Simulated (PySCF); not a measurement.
## Electronic structure of Cu⁺ (copper, charge +1) at the UHF level

Configuration: [Ar] 3d10, closed-shell 1S. All numbers are calculated (PySCF 2.14, no relativity, point nucleus, in dyall-av2z (16s12p7d2f, 101 functions)).

```json
{"Total energy": "-1638.700240 hartree", "One-electron energy": "-2280.7042 hartree", "Hartree (Coulomb) energy": "707.6828 hartree", "Exchange energy": "-65.6788 hartree", "Kinetic energy": "1638.68855 hartree", "⟨S²⟩": "0.0000", "⟨L²⟩": "0.000", "Sum of ⟨r⟩": "17.61 bohr", "Sum of ⟨r²⟩": "18.59 bohr²", "Density at the nucleus (Gaussians lack the cusp)": "16400 bohr⁻³", "Langevin diamagnetic susceptibility": "-14.7 ×10⁻⁶ cm³/mol"}
```

| shell | electrons | mean orbital energy (eV) | rms radius, mean of both spins (bohr) |
| --- | --- | --- | --- |
| 1s | 2 | -8955.6 | 0.0612 |
| 2s | 2 | -1119.2 | 0.258 |
| 2p | 6 | -977.75 | 0.230 |
| 3s | 2 | -144.95 | 0.777 |
| 3p | 6 | -99.156 | 0.823 |
| 3d | 10 | -22.051 | 1.13 |
